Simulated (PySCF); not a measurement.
C3H9N. Atoms are numbered in the order given.

```xyz
13

C     -1.8847    -0.0928     0.2592
C     -0.4820    -0.5212    -0.1518
N      0.4880     0.5291     0.1005
C      1.8469     0.1783    -0.2570
H     -2.1739     0.8319    -0.2635
H     -2.6238    -0.8755     0.0281
H     -1.9374     0.1031     1.3441
H     -0.2210    -1.4808     0.3555
H     -0.4661    -0.7452    -1.2342
H      0.4454     0.8037     1.0816
H      2.5324     0.9994     0.0055
H      1.9200     0.0264    -1.3477
H      2.2271    -0.7519     0.2248
```

Geometry optimised at B3LYP-D3(BJ)/def2-SVP. The values are those of a single conformer.

These are PySCF with KT2/pcSseg-1 values and carry that method's errors.

GIAO shieldings, no solvent; atoms listed in one row are averaged. δ = σ(ref) − σ: ¹³C against TMS (σ = 185.1 ppm); ¹⁵N against NH3 (σ = 266.2 ppm); ¹H against TMS (σ = 31.47 ppm), references at their B3LYP-D3(BJ)/def2-TZVP geometries, non-relativistic.

Computed chemical shifts:
| nucleus | atoms | count | δ (ppm) |
|---|---|---|---|
| ¹³C | C2 | 1 | 53.7 |
| ¹³C | C4 | 1 | 42.1 |
| ¹³C | C1 | 1 | 20.2 |
| ¹⁵N | N3 | 1 | 59.7 |
| ¹H | H8 | 1 | 2.98 |
| ¹H | H11, H12, H13 | 3 | 2.86 |
| ¹H | H9 | 1 | 2.64 |
| ¹H | H5, H6, H7 | 3 | 1.45 |
| ¹H | H10 | 1 | -0.43 |
